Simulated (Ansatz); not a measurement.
Isolated molecules relaxed with PBE0-D4/def2-TZVP in Ansatz; ΔE leaves out vibrations. CCSD(T)/CBS is the MP2 limit (def2-TZVPP, def2-QZVPP) plus CCSD(T) − MP2 in def2-TZVPP, frozen cores. This one scheme is used for every species. DFT in def2-TZVPP. One conformer a species, not always the lowest.

Reaction (cleavage of the Si–P bond): `P[SiH2]Cl` + `F[Si](F)(S)Cl` → `F[Si](F)(Cl)S[SiH2]Cl` + PH₃

Task: Is it downhill or uphill in electronic energy at CCSD(T)/CBS, and by how much? (Best estimate.)

Result: Computed: Downhill: ΔE = -44.0 kJ/mol.

Task: What do these levels give: PBE, CCSD/def2-TZVPP, HF/def2-QZVPP, MP2/def2-QZVPP, SCS-MP2/def2-QZVPP, CCSD/CBS(def2)? (Best estimate.)

Result: The calculation gave: PBE -33.2, CCSD/def2-TZVPP -41.9, HF/def2-QZVPP -41.0, MP2/def2-QZVPP -48.8, SCS-MP2/def2-QZVPP -47.0, CCSD/CBS(def2) -42.8 kJ/mol.

Largest T1 diagnostic among the species: 0.013.

The D4 term adds −11.2 kJ/mol with B3LYP and −6.5 kJ/mol with PBE0; it sums over pairs of atoms, weighted by their polarisabilities, and B3LYP, whose exchange is more repulsive, gets the larger term.

B3LYP here is the variant with VWN-RPA as its local correlation; programs differ in this.
